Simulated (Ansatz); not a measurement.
Consider the isomerisation: `FCN[SiH2][SiH3]` → `N[SiH2]C(F)[SiH3]`.

Calculated with Ansatz (gas phase, PBE0-D4/def2-TZVP geometries, no zero-point term in ΔE). CCSD(T)/CBS is the MP2 limit (def2-TZVPP, def2-QZVPP) plus CCSD(T) − MP2 in def2-TZVPP, frozen cores. DFT in def2-TZVPP. Each species was taken in one conformer, which may not be the lowest.

```csv
level,ΔE (kJ/mol)
r2SCAN-D4,-2.9
r2SCAN,-2.6
```

**Question.** What does CCSD(T)/CBS give? (Estimate.)

**Answer.** Computed: -8.9 kJ/mol. The listed levels differ from it by 6.0, 6.3 kJ/mol.

Largest T1 diagnostic among the species: 0.012.
